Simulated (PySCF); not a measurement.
# From computed data to an observable: oscillator strength and radiative lifetime

1-methyl-3-methylideneazetidine (C₅H₉N), SMILES CN1CC(C1)=C.

Geometry optimised at B3LYP-D3(BJ)/def2-SVP.

TDA-PBE/def2-SVPD run with PySCF puts the first singlet state with f over 0.02 at 5.09 eV (vertical), with the transition dipole (0.081, -0.444, 0.000) in atomic units.

**Question.** Find the oscillator strength, the wavelength and the radiative lifetime that this transition would have in vacuum if emission retraced absorption.

**Answer.** 
|μ|² = 0.2037 au, so |μ| = 1.15 D. ΔE = 5.09/27.211 = 0.1871 hartree. f = (2/3) ΔE |μ|² = 0.025 (the program prints 0.025).
λ = 1239.84/5.09 = 244 nm; ν = 41054 cm⁻¹.
Einstein's coefficient A = 0.6670 ν² f s⁻¹ (ν in cm⁻¹) = 2.9e7 s⁻¹, so τ = 1/A = 35 ns. This state is S2; the lower singlet has f = 0.001. The figure is the radiative limit of this one transition; relaxation, internal conversion, crossing to triplets and a medium change what is measured.
